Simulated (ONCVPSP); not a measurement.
Ranking ONCV potentials for Zn (Z = 30)

All share these settings but for the change named:

* Element: zinc (Zn)
* Generator: ONCVPSP 4.0.1
* Type: optimised norm-conserving Vanderbilt (ONCV)
* Functional: PBE
* Relativity: scalar-relativistic
* Frozen core: [Ne]
* Valence charge: 20
* Reference configuration: 3s2 3p6 3d10 4s0.5 (charge +1.5)
* Partial waves: 3s+4s: rc 1.00 bohr, ncon 4, nbas 8, qcut 11.2 1/bohr, 2 projectors; 3p: rc 1.10 bohr, ncon 4, nbas 9, qcut 15.1 1/bohr, 2 projectors, debl 0.5 Ha; 3d: rc 1.50 bohr, ncon 4, nbas 9, qcut 8.4 1/bohr, 2 projectors, debl 1.4 Ha
* Local potential: polynomial inside 0.75 bohr (lpopt 5, dvloc0 4 Ha)
* Core correction: none

In the p channel the program set the typed energies aside and used -3.621, 0.250 Ha.

Cutoff: the first of the cutoffs (Ha) at which the residual kinetic energy of the hardest occupied pseudo-wave falls to 1 and 0.1 mHa per electron; the density cutoff is not measured.

The base gives 54 Ha.

Of 5 variants that were run, those that failed, showed a ghost or another fault, or gave nearly equal values are left out.

A variant can come out equal or close to the base.

Rank these variants from softest to hardest (loose cutoff).
A. s: rc 0.68; local potential polynomial inside 0.68 bohr (lpopt 5, dvloc0 4 Ha)
B. local potential polynomial inside 0.65 bohr (lpopt 5, dvloc0 6 Ha)
C. all radii scaled by about 0.94 (s 0.94, p 1.04, d 1.42 bohr); local potential polynomial inside 0.72 bohr (lpopt 5, dvloc0 4 Ha)

B (54 Ha), C (94 Ha), A (273 Ha).
